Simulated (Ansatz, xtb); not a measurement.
**Relative energy of two conformers of CH3Cl3Si**

We compare a, `ClC[SiH](Cl)Cl`, a singlet, with b, `ClC[SiH](Cl)Cl`, a singlet. Both are isolated molecules in the gas phase, relaxed with BLYP-D3(BJ)/def2-SVP.

a (Å):

```yaml
atoms:
  - { symbol: C, position_ang: [1.3455, 0.7953, -3.1243] }
  - { symbol: Cl, position_ang: [-0.1418, 0.2707, -4.0460] }
  - { symbol: Cl, position_ang: [-0.3096, 1.0645, -0.3489] }
  - { symbol: Cl, position_ang: [2.6063, 2.7414, -0.9155] }
  - { symbol: Si, position_ang: [0.8427, 2.0320, -1.7830] }
  - { symbol: H, position_ang: [2.0518, 1.2561, -3.8419] }
  - { symbol: H, position_ang: [1.8205, -0.1036, -2.6875] }
  - { symbol: H, position_ang: [0.0743, 3.1769, -2.3401] }
```

b (Å):

```xyz
8

C    -1.7840    1.4555   -2.0933
Cl   -2.2178    2.1687   -0.4755
Cl    1.2870    1.0117   -1.1462
Cl   -1.0887   -1.4017   -0.7230
Si   -0.4246    0.1436   -1.9441
H    -2.7000    1.0091   -2.5286
H    -1.4489    2.2800   -2.7534
H    -0.0978   -0.4141   -3.2896
```

Energies in hartree; the thermal terms are from BLYP-D3(BJ)/def2-SVP harmonic frequencies (ideal gas, rigid rotor, one conformer each, 298.15 K, 1 atm) and include the zero-point energy:

```
                               a            b
E, CCSD(T)/def2-SVP  −1707.302182  −1707.300609
    E, MP2/def2-SVP  −1707.227608  −1707.226051
  E, MP2/def2-TZVPP  −1708.078978  −1708.077518
  zero-point energy      0.039532      0.039500
       H(298 K) − E      0.047502      0.047417
       G(298 K) − E      0.006135      0.006141
```

Task: Correct the CCSD(T) difference for the basis set by the MP2 change, then work out ΔE, ΔE₀, ΔH and ΔG for a → b in kcal/mol (1 Eh = 627.51 kcal/mol) and the equilibrium ratio [b]/[a].

Result: 1. Differences b − a: CCSD(T) +0.001573, MP2 in the small set +0.001557, MP2 in the large set +0.001460 Eh.
2. ΔE = +0.001573 + (+0.001460 − (+0.001557)) = +0.001476 Eh = +0.93 kcal/mol.
3. ΔE₀ = ΔE + ΔZPE = +0.001476 + (−0.000032) Eh = +0.91 kcal/mol.
4. ΔH = ΔE + (−0.000085) Eh = +0.87 kcal/mol.
5. ΔG = ΔE + (+0.000006) Eh = +0.93 kcal/mol, so ΔS = (ΔH − ΔG)/T = −0.8 J/(mol K).
6. kT = 0.9442 mEh, so K = [b]/[a] = exp(−ΔG/kT) = exp(−1.57) ≈ 0.21.

The two are too close for this level to say which is favoured. An error of 1 kcal/mol in ΔG would change K by a factor of 5.4. Mirror images and further conformers aren't counted.

Other levels gave ΔE = +1.1 (BLYP-D3(BJ)/def2-SVP); +1.3 (HF/def2-SVP); +1.0 (MP2/def2-SVP); +1.0 (CCSD(T)/def2-SVP) kcal/mol. The correlated steps freeze 21 core orbitals. Programs: Ansatz 0.2.0.
